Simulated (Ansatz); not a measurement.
```yaml
crystal:
  periodic: [false, false, false]
  atoms:
    - {symbol: C, position_ang: [-1.004901, -1.102343, -0.232919]}
    - {symbol: In, position_ang: [0.625796, 0.144136, 0.299340]}
    - {symbol: Cl, position_ang: [2.386140, -0.630536, 1.598289]}
    - {symbol: C, position_ang: [0.917448, 2.176511, -0.219419]}
    - {symbol: N, position_ang: [1.026727, 3.281809, -0.530890]}
    - {symbol: H, position_ang: [-1.907748, -0.736444, 0.256898]}
    - {symbol: H, position_ang: [-0.800104, -2.122593, 0.085239]}
    - {symbol: H, position_ang: [-1.151356, -1.067441, -1.312340]}
basis:
  gaussian: {orbitals: def2-mTZVPP}
total_charge: -1
magnetization: {spin_polarized: true, initial_magnetization: 1}
hamiltonian: {xc: {name: r2SCAN}}
kpoints: {mp_grid: {grid: [2, 2, 2]}}
```

```sh
$ ansatz run in.yaml --threads 2 --pin off --events-out ev --progress --plain --max-ram 22528MiB --backend cpu
```

It prints (some lines left out):

```
Error: invalid value for `basis.gaussian`: such a run doesn't read kpoints; remove what it names
```

In this input the input holds a key that doesn't belong there. The input was rejected before any iteration.
